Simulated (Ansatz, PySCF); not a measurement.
The pair A = CH3Cl (SMILES CCl) (first 5 atoms), B = C2H6 (SMILES CC); geometry from B3LYP-D3(BJ)/def2-TZVP.
(charge 0, multiplicity 1):
```csv
atom,x (Å),y (Å),z (Å)
C,-0.6717,-0.9111,0.8401
Cl,-0.8430,0.8742,0.7990
H,-0.5880,-1.2688,-0.1815
H,0.2218,-1.1551,1.4063
H,-1.5509,-1.3272,1.3220
C,0.7412,0.3410,4.3095
C,-0.6089,-0.3567,4.4447
H,1.0635,0.3857,3.2678
H,1.5161,-0.1758,4.8794
H,0.6915,1.3685,4.6747
H,-1.3738,0.1532,3.8567
H,-0.9441,-0.3754,5.4835
H,-0.5589,-1.3921,4.0999
```

Correlated levels freeze the cores.

Codes used: Ansatz (Gaussian basis) for Hartree–Fock, density functionals and correlated methods; PySCF for the dispersion terms. Each number belongs to the level named beside it.

The monomers are drawn apart, rigid, along the line of their centres of mass. Counterpoise-corrected interaction energies (kcal/mol):

```csv
level,R = 4.705 Å,R = 5.729 Å
PBE/def2-TZVPPD,-0.2674,-0.0596
PBE-D3(BJ)/def2-TZVPPD,-0.7804,-0.2279
wB97M-V/def2-TZVPPD,-0.5849,-0.1928
CCSD(T)/aug-cc-pV(D+d)Z,-0.5524,-0.1723
```

Problem. R is the distance of the centres of mass. Find the local exponent m of E ∝ R⁻ᵐ between the two points.

Solution. 
m = ln(E₁/E₂)/ln(R₂/R₁): PBE/def2-TZVPPD 7.6; PBE-D3(BJ)/def2-TZVPPD 6.3; wB97M-V/def2-TZVPPD 5.6; CCSD(T)/aug-cc-pV(D+d)Z 5.9. For scale, two fixed dipoles give m = 3, dipole and quadrupole 4, quadrupoles 5, and dispersion or dipole-induced dipole 6 at long range; at these distances several terms mix, and what is left of overlap and damping shifts m, so it need not match one of them.

Ansatz is a first-principles code.
